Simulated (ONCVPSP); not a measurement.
**La, ONCV: configuration errors across variants**

```
Element                 : lanthanum (La)
Generator               : ONCVPSP 4.0.1
Type                    : optimised norm-conserving Vanderbilt (ONCV)
Functional              : PBE
Relativity              : scalar-relativistic
Frozen core             : [Kr]
Valence charge          : 21
Reference configuration : 4d10 5s2 5p6 5d1 6s1 6p1
Partial waves           : 5s+6s: rc 2.80 bohr, ncon 4, nbas 7, qcut 5.1 1/bohr, 2 projectors; 5p+6p: rc 2.45 bohr, ncon 3, nbas 8, qcut 6.6 1/bohr, 2 projectors; 4d+5d: rc 1.05 bohr, ncon 4, nbas 8, qcut 14.9 1/bohr, 2 projectors; f scattering state at 0.1 Ha: rc 2.85 bohr, ncon 4, nbas 8, qcut 4.5 1/bohr, 2 projectors, debl 2.7 Ha
Local potential         : polynomial inside 0.70 bohr (lpopt 4, dvloc0 1 Ha)
Core correction         : none
```

In the f channel the program set the typed energies aside and used -0.200, 2.500 Ha.

All-electron excitation energies from the reference (eV): (1) 4d10 5s2 5p6 5d1 6s2 6p0 -2.378; (2) 4d10 5s2 5p6 5d1 6s1 6p0 3.589; (3) 4d10 5s2 5p6 5d1 6s0 6p0 14.477; (4) 4d10 5s2 5p6 5d0 6s0 6p0 33.427.

4 further variants failed, have other tests or too few solved ones, and are left out.

A true bound ghost makes a file unfit for plane-wave use even where its test errors are small: the radial tests pick states by their node count and pass the ghost by.

Errors AE − PS in meV (a dash: test not solved or not reliable):

```csv
change,(1),(2),(3),(4),bound ghosts,GHOST(+) flags above zero
base,-0.3,-0.8,-3.4,-1.6,"s, p",s
s: qcut 5; p: qcut 6.5; d: qcut 14.6; f: qcut 4.4,-0.3,-0.8,-3.5,-1.4,"s, p",s
s: qcut 5.5; p: qcut 7.1; d: qcut 16; f: qcut 4.8,-0.2,-0.8,-3.2,-2.5,"s, p",none
s: qcut 6; p: qcut 7.8; d: qcut 17.7; f: qcut 5.3,-0.1,-0.8,-3.0,-3.6,"s, p","s, f"
```

Question: Give the same row for: s: qcut 4.5; p: qcut 5.9; d: qcut 13.3; f: qcut 4.

Answer: -0.4, -0.8, -3.7, -0.3; bound ghosts: s, p; GHOST(+) flags above zero: none.
